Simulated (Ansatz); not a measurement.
System: TlI, charge 0, singlet. TlI (SMILES [I][Tl]).
B3LYP-D3(BJ)/def2-TZVP minimum from Ansatz (a quantum-chemistry and plane-wave program):
```xyz
2

Tl     0.0000     0.0000    -1.1376
I      0.0000     0.0000     1.7386
```

Total energies in def2-TZVPP, 10 correlated electrons, 18 frozen orbitals. Radicals and triplets start from unrestricted determinants; spin-orbit coupling is neglected. Correlated methods leave the cores frozen (noble-gas shells, and filled d and f shells in the p block). Past Kr the def2 sets carry scalar-relativistic core potentials. Spin-orbit terms, left out, reach several kcal/mol for Br and I, and more for heavier atoms.

| method | program | energy (Eh) | minus CCSDT(Q) (mEh) |
|---|---|---|---|
| HF | Ansatz | -468.26634 | 203.80 |
| MP2 | Ansatz | -468.44096 | 29.18 |
| CCSD | Ansatz | -468.46119 | 8.95 |
| CCSD(T) | Ansatz | -468.46912 | 1.03 |
| CCSDT(Q) | Ansatz | -468.47015 | 0.00 |

Rough core times of Ansatz's runs on a shared machine: CCSD(T) under 20 s, CCSDT(Q) 2 min.
